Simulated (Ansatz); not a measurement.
One change: `C[O][Sc]([Cl])[O][SiH3]` becomes `C[O][Sc]([OH])[Cl]`.

Ansatz, PBE0-D4/def2-TZVP geometries, multiplicity 1. Each molecule was computed in one conformer, which needn't be the lowest.

Scalar relativity is left out up to krypton.

| property | `C[O][Sc]([Cl])[O][SiH3]` |
| --- | --- |
| HOMO energy (PBE0/def2-TZVPP) / eV | -8.29 |
| size of the dipole moment (B3LYP/def2-TZVPP) / D | 2.99 |
| zero-point energy (PBE0-D4/def2-TZVP) / kJ/mol | 188.2 |
| LUMO energy (PBE0/def2-TZVPP) / eV | -2.17 |
| HOMO–LUMO gap (PBE0/def2-TZVPP) / eV | 6.12 |
| ideal-gas entropy at 298 K and 1 bar (rigid rotor, harmonic PBE0-D4/def2-TZVP) / J/(mol·K) | 475 |

Question: What does the change do to each property? (Estimate.)

Answer: The calculation gave: 
| property | `C[O][Sc]([OH])[Cl]` | shift |
| --- | --- | --- |
| HOMO energy (PBE0/def2-TZVPP) / eV | -8.10 | 0.19 |
| size of the dipole moment (B3LYP/def2-TZVPP) / D | 3.62 | 0.63 |
| zero-point energy (PBE0-D4/def2-TZVP) / kJ/mol | 144.7 | -43.5 |
| LUMO energy (PBE0/def2-TZVPP) / eV | -1.93 | 0.24 |
| HOMO–LUMO gap (PBE0/def2-TZVPP) / eV | 6.18 | 0.06 |
| ideal-gas entropy at 298 K and 1 bar (rigid rotor, harmonic PBE0-D4/def2-TZVP) / J/(mol·K) | 401 | -74 |

With PBE0 the HOMO rises by 0.19 eV and the LUMO rises by 0.24 eV, so the gap widens by about 0.05 eV. PBE moves the HOMO by 0.20 eV and ωB97M-V by 0.18 eV. The zero-point energy changes by -43.5 kJ/mol with -9 modes. Dipoles are sizes alone; their direction can turn. Modes under 60 cm⁻¹, often nearly free rotors, make the harmonic entropy too high.

B3LYP here is the variant with VWN-RPA as its local correlation; programs differ in this.
